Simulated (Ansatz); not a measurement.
Correlation energies of CH₄FNOSi, SMILES `O/C(F)=N/[SiH3]` by basis set

```json
{"atom": "O1", "x (Å)": "-0.994", "y (Å)": "-1.462", "z (Å)": "1.709"}
{"atom": "C2", "x (Å)": "-0.376", "y (Å)": "-0.497", "z (Å)": "1.044"}
{"atom": "F3", "x (Å)": "0.062", "y (Å)": "0.383", "z (Å)": "1.938"}
{"atom": "N4", "x (Å)": "-0.230", "y (Å)": "-0.422", "z (Å)": "-0.185"}
{"atom": "Si5", "x (Å)": "0.548", "y (Å)": "0.775", "z (Å)": "-1.157"}
{"atom": "H6", "x (Å)": "-1.307", "y (Å)": "-2.093", "z (Å)": "1.049"}
{"atom": "H7", "x (Å)": "-0.460", "y (Å)": "1.320", "z (Å)": "-2.099"}
{"atom": "H8", "x (Å)": "1.622", "y (Å)": "0.104", "z (Å)": "-1.929"}
{"atom": "H9", "x (Å)": "1.136", "y (Å)": "1.892", "z (Å)": "-0.370"}
```

Charge 0, multiplicity 1. The geometry is a stationary point of PBE0-D4/def2-TZVP. It is one conformer, not always the lowest. Frozen core, restricted reference, the Gaussian-basis code of Ansatz. CBS rows extrapolate triple and quadruple zeta; past MP2 they add the triple-zeta difference.

```tsv
basis	HF (Eh)	MP2 corr.	CCSD corr.	(T)	CCSD(T) total
def2-SVP	-557.59673	-0.75170	-0.78492	-0.02155	-558.40320
def2-TZVPP	-558.03089	-0.95879	-0.98297	-0.03798	-559.05184
def2-QZVPP	-558.05200	-1.03579	–	–	–
CBS(def2)	-558.05491	-1.09283	-1.11700	as TZ	-559.20989
```
